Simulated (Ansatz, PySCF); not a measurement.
Caution: the highest occupied level lies above zero, so the state may not be bound. This singlet lies 1.00 eV below the relaxed triplet at the level frozen-core CCSD(T)/aug-cc-pVDZ // PBE0-D3(BJ)/def2-TZVPD (Ansatz, an electronic-structure program).

Cartesian coordinates (Å):
```xyz
7

C     -1.0817    -0.0105    -0.0265
Al     0.3225    -0.0901     1.4467
C      1.9161     0.0150     0.1074
N      2.8771     0.0678    -0.5426
H     -2.1054    -0.0464     0.3618
H     -0.9548    -0.8464    -0.7296
H     -0.9738     0.9106    -0.6173
```
Charge -1, spin multiplicity 1.

**Question.** Predict the total energy and HOMO from PBE-D3(BJ)/def2-TZVPD // PBE0-D3(BJ)/def2-TZVPD (PySCF 2.14.0).

**Answer.** 
| Property | Result |
|---|---|
| total energy | -10203.69 eV |
| HOMO | 0.46 eV |
